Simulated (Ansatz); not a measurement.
`CNCF` + `C[NH][ZnH]` → `C[N](C)[ZnH]` + `NCF` at 700 K and 1 bar (substitution at a C–N bond).

Isolated molecules relaxed with PBE0-D4/def2-TZVP in Ansatz; ΔE leaves out vibrations. CCSD(T)/CBS adds triple-zeta CCSD(T) − MP2 to the extrapolated MP2 energy (def2 sets, frozen cores). For Zn outer-core shells are correlated without core-valence functions, which leaves a few kJ/mol of doubt a bond. Scalar relativity is left out up to krypton. Each species was taken in one conformer, which may not be the lowest.

```tsv
species	CCSD(T)/CBS energy (Eh)	H − E (kJ/mol)	S (J/(mol·K))
`CNCF`	-234.19797	284.7	380.4
`C[NH][ZnH]`	-1874.12279	211.9	386.4
`C[N](C)[ZnH]`	-1913.37223	300.7	429.9
`NCF`	-194.94856	194.8	321.8
```

H − E and S are ideal-gas, rigid-rotor, harmonic terms from PBE0-D4/def2-TZVP, for one conformer and one mirror image of each species. 1 Eh = 2625.50 kJ/mol, R = 8.31446 J/(mol·K).

By hand: ΔE, ΔH, ΔS and ΔG.

ΔE = (-1913.37223) + (-194.94856) − (-234.19797) − (-1874.12279) = -0.00003 Eh = -0.1 kJ/mol. Δ(H − E) = 300.7 + 194.8 − 284.7 − 211.9 = -1.1, so ΔH = -1.2 kJ/mol. ΔS = 429.9 + 321.8 − 380.4 − 386.4 = -15.1 J/(mol·K). ΔG = -1.2 − 700 × (-15.1)/1000 = 9.4 kJ/mol.

By hand: the equilibrium constant, and the temperature at which ΔG would vanish if ΔH and ΔS stayed fixed.

log₁₀ K = −ΔG/(RT ln 10) = -0.7. ΔG = 0 at ΔH/ΔS = 79 K, though so small a ΔH makes that figure unsure.

TΔS isn't small against ΔH here. A doubt of 5 kJ/mol in ΔE shifts log₁₀ K by 0.4 here. Other conformers and mirror images would add mixing entropy, several J/(mol·K) or more a flexible species. These are equilibria of isolated gas molecules and say nothing of rates. Largest T1 diagnostic: 0.015 (customary marks: 0.02 for closed shells, 0.045 for open ones).
